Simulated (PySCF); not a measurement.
Ionisation energy of Pm⁵³⁺ by level of theory

Pm⁵³⁺ [He] 2s2 2p4 (3P) → Pm⁵⁴⁺ [He] 2s2 2p3 (4S), as a difference of total energies. Calculation: PySCF 2.14, in an uncontracted even-tempered set (19 s from 28 bohr⁻², ratio 2.2; 13 p from 36 bohr⁻², ratio 2.2; 5 d from 150 bohr⁻², ratio 2.4; 5 f from 220 bohr⁻², ratio 2.4; 4 g from 330 bohr⁻², ratio 2.4); the spin-free X2C one-electron Hamiltonian (Gaussian nucleus). Correlated levels: nothing frozen; virtual orbitals above 40 to 60 times the deepest correlated orbital energy dropped. The calculations carry no spin-orbit coupling.

| method | ionisation energy (eV) |
| --- | --- |
| UHF | 10830.1 |
| LDA | 10824.0 |
| PBE | 10833.0 |
| PBE0 | 10832.8 |
| r2SCAN | 10835.2 |
| M06-2X | 10830.4 |
| MP2 (all electrons) | 10831.8 |

Problem. Estimate what SCS-MP2 (all electrons) gives.

Solution. 10832.0 eV, closest to MP2 (all electrons) among the rows shown.

Problem. Estimate what B2PLYP gives.

Solution. 10833.0 eV, closest to PBE among the rows shown.

Spin-orbit coupling is strong in these open shells (close to jj coupling). The scalar numbers leave it out and a first-order estimate fails, so it can dominate the gap to the real levels.

For this ion Breit and QED terms and the two-electron picture change, all absent here, outweigh the differences among the correlated methods.

For comparison: 10671 ± 5 eV (theoretical estimate listed by NIST; NIST Atomic Spectra Database, ionization energies).
